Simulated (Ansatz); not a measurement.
A structure drawn as `BC(C)=CCl`, with this starting geometry:

Cartesian coordinates in Å:
```
B -0.269 -1.408 -0.793
C 0.082 -0.039 -0.124
C -0.645 0.414 1.148
C 1.061 0.745 -0.776
Cl 1.471 2.335 -0.094
H 0.308 -1.844 -1.712
H -1.059 -2.138 -0.263
H -1.336 -0.340 1.437
H 0.079 0.561 1.906
H -1.203 1.343 0.887
H 1.513 0.371 -1.616
```

Total charge 0; spin multiplicity 1.

(1) Does it keep its bonds when Ansatz relaxes it at PBE-D4/def2-SVP and then PBE0-D4/def2-TZVP?

(2) Give the relaxed structure. (An estimate is asked.)

Atoms count as bonded under 1.1 times the sum of their covalent radii (H–H under 0.85 Å, pairs among N, O and F under 1.55 Å), and a drawn bond as lost past 1.3 times.

## Answers

(1) Yes, every drawn bond is still there and no new one forms.

(2) Ansatz gave: 
Z-matrix (Å, degrees):
```
C
C 1 1.499
H 1 1.094 2 111.2
H 1 1.089 2 111.0 3 120.7
H 1 1.094 2 111.2 3 -118.6
C 2 1.343 1 121.9 3 60.0
B 2 1.532 1 124.1 3 -120.0
Cl 6 1.714 2 124.1 1 0.0
H 6 1.082 2 123.0 1 -180.0
H 7 1.197 2 119.5 1 179.9
H 7 1.197 2 120.9 1 -0.1
```
No frequency check was run.
